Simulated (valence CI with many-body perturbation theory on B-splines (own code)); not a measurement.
# Energy levels of W LXII

Method: configuration interaction combined with many-body perturbation theory (CI+MBPT): three valence electrons over a frozen Dirac-Fock core [Ne], radial functions for each j: 11 s, 11 p, 10 d, 8 f, 5 g, 2 h, with the one-electron correlation potential Σ1 (screened to all orders), the two-electron term Σ2, the three-electron term Σ3, Breit, model QED; selected single and double excitations, second order for the rest, scaled by the run's own slope (own B-spline code, finite nucleus).

No measured spectrum was set against this ion. As an estimate, large intervals hold to a few tenths of a per cent, small ones and those within an open d or f shell to about a per cent.

Levels 1 to 45 of 157, with energies above the lowest level, (3s^2 3p1/2) J=1/2. "Leading %" is the weight of the configuration and term that name the level; weights of strongly mixed levels are sums over their largest components and can fall short, so below about 35 % the name and the second component can differ from the true leading terms, or belong to a minority configuration. In the jj column 3d3/2^4 stands for four electrons in 3d with j = 3/2. Lifetimes count E1, E2, E3, M1 and M2 decay at the calculated energies, and are blank where another channel may lead or the interval is too uncertain; long ones can be off by a factor of two.

| No. | Configuration | Term | J | E (Ry) | Leading % | Second component | Lifetime | Leading jj |
| --- | --- | --- | --- | --- | --- | --- | --- | --- |
| 1 | 3s²3p | ²P° | 1/2 | 0.000 | 100 |  |  | 3s^2 3p1/2 (100 %) |
| 2 | 3s3p² | ⁴P | 1/2 | 12.309 | 52 | 30 % 3s3p² ²S | 26.4 ps | 3s 3p1/2^2 (99 %) |
| 3 | 3s²3p | ²P° | 3/2 | 26.720 | 99 |  | 2.01 ns | 3s^2 3p3/2 (99 %) |
| 4 | 3s3p² | ⁴P | 3/2 | 36.799 | 89 | 8 % 3s3p² ²D | 71.8 ps | 3s 3p1/2 3p3/2 (99 %) |
| 5 | 3s3p² | ²D | 5/2 | 38.136 | 61 | 37 % 3s3p² ⁴P | 71.7 ps | 3s 3p1/2 3p3/2 (98 %) |
| 6 | 3s3p² | ²D | 3/2 | 39.684 | 50 | 29 % 3s3p² ²P | 1.26 ps | 3s 3p1/2 3p3/2 (81 %) |
| 7 | 3s3p² | ²P | 1/2 | 40.426 | 69 | 30 % 3s3p² ⁴P | 358 fs | 3s 3p1/2 3p3/2 (99 %) |
| 8 | 3s²3d | ²D | 3/2 | 43.909 | 80 | 12 % 3s3p² ²D | 274 fs | 3s^2 3d3/2 (80 %) |
| 9 | 3s²3d | ²D | 5/2 | 49.296 | 97 |  | 3.51 ps | 3s^2 3d5/2 (97 %) |
| 10 | 3p³ | ²P° | 3/2 | 51.741 | 27 | 22 % 3s3p3d ⁴F° | 2.76 ps | 3p1/2^2 3p3/2 (56 %) |
| 11 | 3s3p3d | ⁴F° | 3/2 | 52.723 | 56 | 14 % 3p³ ²P° | 2.64 ps | 3s 3p1/2 3d3/2 (69 %) |
| 12 | 3s3p3d | ⁴F° | 5/2 | 53.619 | 43 | 31 % 3s3p3d ²F° | 36.5 ps | 3s 3p1/2 3d3/2 (98 %) |
| 13 | 3s3p3d | ⁴D° | 1/2 | 55.568 | 57 | 36 % 3s3p3d ²P° | 427 fs | 3s 3p1/2 3d3/2 (99 %) |
| 14 | 3s3p3d | ⁴D° | 3/2 | 56.060 | 32 | 20 % 3s3p3d ²P° | 298 fs | 3s 3p1/2 3d3/2 (85 %) |
| 15 | 3s3p3d | ⁴P° | 5/2 | 59.664 | 38 | 31 % 3s3p3d ⁴D° | 3.58 ps | 3s 3p1/2 3d5/2 (100 %) |
| 16 | 3s3p3d | ⁴F° | 7/2 | 60.706 | 42 | 34 % 3s3p3d ²F° | 4.74 ps | 3s 3p1/2 3d5/2 (99 %) |
| 17 | 3s3p3d | ²F° | 5/2 | 61.462 | 51 | 21 % 3s3p3d ²D° | 3.94 ps | 3s 3p1/2 3d5/2 (98 %) |
| 18 | 3s3p3d | ²D° | 3/2 | 61.820 | 37 | 36 % 3s3p3d ²P° | 1.52 ps | 3s 3p1/2 3d5/2 (91 %) |
| 19 | 3s3p² | ⁴P | 5/2 | 64.408 | 60 | 39 % 3s3p² ²D | 1.43 ps | 3s 3p3/2^2 (99 %) |
| 20 | 3s3p² | ²S | 1/2 | 67.152 | 68 | 18 % 3s3p² ⁴P | 500 fs | 3s 3p3/2^2 (99 %) |
| 21 | 3p²3d | ²D | 3/2 | 67.349 | 35 | 29 % 3p²3d ⁴F | 1.48 ps | 3p1/2^2 3d3/2 (86 %) |
| 22 | 3s3p² | ²P | 3/2 | 67.707 | 54 | 25 % 3s3p² ²D | 282 fs | 3s 3p3/2^2 (85 %) |
| 23 | 3p²3d | ²D | 5/2 | 74.522 | 33 | 20 % 3p²3d ⁴D | 3.10 ps | 3p1/2^2 3d5/2 (98 %) |
| 24 | 3p³ | ²D° | 5/2 | 77.971 | 68 | 14 % 3s3p3d ²D° | 749 fs | 3p1/2 3p3/2^2 (68 %) |
| 25 | 3p³ | ⁴S° | 3/2 | 78.328 | 49 | 43 % 3p³ ²D° | 314 fs | 3p1/2 3p3/2^2 (92 %) |
| 26 | 3p³ | ²P° | 1/2 | 79.577 | 80 | 14 % 3s3p3d ²P° | 410 fs | 3p1/2 3p3/2^2 (80 %) |
| 27 | 3s3p3d | ⁴D° | 3/2 | 80.367 | 43 | 35 % 3s3p3d ⁴P° | 449 fs | 3s 3p3/2 3d3/2 (97 %) |
| 28 | 3s3p3d | ⁴P° | 1/2 | 80.498 | 79 | 15 % 3s3p3d ⁴D° | 582 fs | 3s 3p3/2 3d3/2 (95 %) |
| 29 | 3s3p3d | ⁴D° | 5/2 | 80.674 | 40 | 22 % 3s3p3d ⁴F° | 335 fs | 3s 3p3/2 3d3/2 (78 %) |
| 30 | 3s3p3d | ⁴F° | 7/2 | 80.880 | 42 | 37 % 3s3p3d ²F° | 608 fs | 3s 3p3/2 3d3/2 (94 %) |
| 31 | 3s3p3d | ²D° | 3/2 | 82.931 | 61 | 20 % 3s3p3d ⁴P° | 234 fs | 3s 3p3/2 3d3/2 (89 %) |
| 32 | 3s3p3d | ²F° | 5/2 | 83.886 | 66 | 8 % 3s3p3d ⁴F° | 202 fs | 3s 3p3/2 3d3/2 (90 %) |
| 33 | 3s3p3d | ²P° | 1/2 | 84.288 | 64 | 20 % 3s3p3d ⁴D° | 181 fs | 3s 3p3/2 3d3/2 (85 %) |
| 34 | 3s3p3d | ⁴F° | 9/2 | 84.895 | 100 |  | 4.66 ns | 3s 3p3/2 3d5/2 (100 %) |
| 35 | 3s3p3d | ²D° | 5/2 | 86.567 | 46 | 38 % 3s3p3d ⁴P° | 1.30 ps | 3s 3p3/2 3d5/2 (97 %) |
| 36 | 3s3p3d | ²F° | 7/2 | 87.213 | 57 | 36 % 3s3p3d ⁴D° | 1.88 ps | 3s 3p3/2 3d5/2 (95 %) |
| 37 | 3s3p3d | ²P° | 3/2 | 87.458 | 41 | 41 % 3s3p3d ²D° | 1.21 ps | 3s 3p3/2 3d5/2 (90 %) |
| 38 | 3s3p3d | ²F° | 7/2 | 88.631 | 71 | 20 % 3s3p3d ⁴D° | 420 fs | 3s 3p3/2 3d5/2 (99 %) |
| 39 | 3s3p3d | ²P° | 1/2 | 89.317 | 83 | 7 % 3s3p3d ⁴D° | 1.35 ps | 3s 3p3/2 3d5/2 (93 %) |
| 40 | 3s3p3d | ²P° | 3/2 | 90.107 | 76 | 8 % 3s3p3d ⁴P° | 345 fs | 3s 3p3/2 3d5/2 (99 %) |
| 41 | 3s3p3d | ²D° | 5/2 | 90.276 | 63 | 22 % 3s3p3d ²F° | 345 fs | 3s 3p3/2 3d5/2 (95 %) |
| 42 | 3p²3d | ²F | 5/2 | 92.178 | 49 | 36 % 3p²3d ⁴F | 913 fs | 3p1/2 3p3/2 3d3/2 (92 %) |
| 43 | 3p²3d | ⁴F | 3/2 | 92.760 | 41 | 24 % 3p²3d ⁴D | 527 fs | 3p1/2 3p3/2 3d3/2 (98 %) |
| 44 | 3p²3d | ⁴D | 1/2 | 92.965 | 81 | 16 % 3p²3d ²P | 481 fs | 3p1/2 3p3/2 3d3/2 (99 %) |
| 45 | 3p²3d | ²G | 7/2 | 93.289 | 51 | 26 % 3p²3d ²F | 624 fs | 3p1/2 3p3/2 3d3/2 (96 %) |

The ionisation energy to 3s² ¹S0 of the next ion comes out as 6726 eV (NIST: 6735 ± 7 eV (semi-empirical)). All 157 levels together are meant to be complete up to 241.134 Ry.
